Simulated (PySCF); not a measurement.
A side-by-side comparison of computed properties.

First species: C₇H₉PS.
Z-matrix (Å and degrees, GFN2-xTB geometry), rows numbered from 1:
```
C 
C   1  1.5204
C   2  1.4909  1  113.58
P   3  1.6765  2  124.12  1    -0.55
C   4  1.8201  3  100.72  2  -179.28
C   5  1.4238  4  121.74  3  -145.50
C   6  1.3529  5  112.87  4  -178.34
S   7  1.7216  6  112.07  5     0.80
C   5  1.3631  4  126.57  3    37.86
H   1  1.0876  2  110.76  3   179.10
H   1  1.0883  2  110.15  3    58.70
H   1  1.0882  2  110.17  3   -60.57
H   2  1.0964  1  109.74  3   121.90
H   2  1.0967  1  109.69  3  -121.66
H   3  1.0838  2  115.17  1   178.73
H   6  1.0759  5  123.03  4     2.17
H   7  1.0720  6  128.74  5  -179.14
H   9  1.0721  5  128.50  4    -0.88
```

Second species: C7H5ClO3.
Numbering: `[CH3:1][C:2](=[O:3])[c:4]1[cH:5][cH:6][c:7]([C:8](=[O:9])[Cl:10])[o:11]1` (hydrogens: H12, H13, H14 on C1; H15 on C5; H16 on C6)

Levels: PBE0/pcSseg-1 for dipole moment, HOMO energy, LUMO energy and HOMO–LUMO gap; GFN2-xTB for rotational constant A and rotational constant C. Geometries: GFN2-xTB. All species are isolated and taken at one optimised geometry, non-relativistic unless stated; the electronic structure was computed with PySCF and density fitting.

Dipoles, sizes and rotational constants follow the conformer. The torsions of the flexible species, by atom-mapped SMILES:
- `[CH3:1][CH2:2]/[CH:3]=[P:4]/[c:5]1[cH:6][cH:7][s:8][cH:9]1`: C1–C2–C3–P4 -1°, C3–P4–C5–C6 -145°
- `[CH3:1][C:2](=[O:3])[c:4]1[cH:5][cH:6][c:7]([C:8](=[O:9])[Cl:10])[o:11]1`: C1–C2–C4–C5 180°, C6–C7–C8–O9 0°

Values for the first species:

| Property | Result |
| --- | --- |
| Dipole moment | 1.07 D |
| HOMO energy | -6.54 eV |
| LUMO energy | -1.53 eV |
| HOMO–LUMO gap | 5.01 eV |
| Rotational constant A | 3.947 GHz |
| Rotational constant C | 0.479 GHz |

(1) Estimate the same properties for the second species, and the change in each.

Results:

(1) 
```
             property      first     second  second less first
        dipole moment     1.07 D     1.10 D            +0.03 D
          HOMO energy   -6.54 eV   -7.95 eV           -1.41 eV
          LUMO energy   -1.53 eV   -2.96 eV           -1.43 eV
        HOMO–LUMO gap    5.01 eV    4.99 eV           -0.02 eV
rotational constant A  3.947 GHz  1.964 GHz         -1.983 GHz
rotational constant C  0.479 GHz  0.454 GHz         -0.025 GHz
```

On the first: A dipole of 1.07 D is allowed in C1, and pure rotational transitions are dipole-allowed. The dipole equals about 3.6 × 10⁻³⁰ C·m (1 D = 3.33564 × 10⁻³⁰ C·m).

On the second: A dipole of 1.10 D is allowed in Cs, and pure rotational transitions are dipole-allowed. The dipole matches unit charges of opposite sign 0.23 Å apart (1 e·Å = 4.8032 D).
